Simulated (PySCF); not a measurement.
**Two-dimensional NMR puzzle**

Compound of formula C₆H₁₁N₃OSi. Correlations simulated from computed shifts and the bond graph:

HSQC (one-bond C–H):
```
  δH     δC
8.22  137.4
2.89   31.4
0.63   -0.4
```

COSY cross peaks (H two or three bonds apart, from the bond graph; peaks can be absent where the dihedral angle is near 90°):
```
  δH    δH
5.50  0.63
```

HMBC (two and three bonds, from the bond graph):
```
  δH            δC
8.22  197.6, 152.4
5.50   137.4, -0.4
2.89  197.6, 152.4
0.63          -0.4
```

Carbons without hydrogens: δ 197.6, 152.4.

PySCF 2.14.0 with density-fitted response routines calculation with σ from GIAO-PBE0/pcSseg-1 and geometry from GFN2-xTB; fast rotation and ring inversion assumed for equivalent nuclei, no solvent model, one conformer, non-relativistic Hamiltonian.

Chemical shifts δ = σref − σ; TMS for ¹H (σ = 31.72 ppm) and ¹³C (σ = 186.93 ppm), all at this level.

Exchangeable hydrogens are left out of these lists.

Problem. Work out the connectivity.

Solution. SMILES CC(=O)c1cn([SiH](C)C)nn1.

Atoms are numbered as in `[CH3:1][C:2](=[O:3])[c:4]1[cH:5][n:6]([SiH:7]([CH3:8])[CH3:9])[n:10][n:11]1`; H(Xn) means a hydrogen on atom n.

δC 197.6 is C2, a ketone carbonyl carbon. δC 152.4 is C4, a substituted aromatic carbon next to a ring nitrogen. δC 137.4 is C5, an aromatic CH next to a ring nitrogen (δH 8.22). δC 31.4 is C1, a methyl carbon α to a carbonyl (δH 2.89). δC -0.4 is C8/C9, a methyl carbon bonded to Si (δH 0.63). HMBC from δH 8.22 reaches the proton-free carbons C2, C4. HMBC from δH 2.89 reaches the proton-free carbons C2, C4. COSY links 5.50–0.63.

The data come from this structure; uniqueness wasn't tested.

Shifts are as computed. Against solution values, carbons near 30 ppm lie about +3 ppm off and those near 130 ppm about +5 ppm. Of 1211 compounds with measured shifts, 218 miss one by over three times the rms of a fit or turn the order of signals round; such compounds aren't used in these exercises.
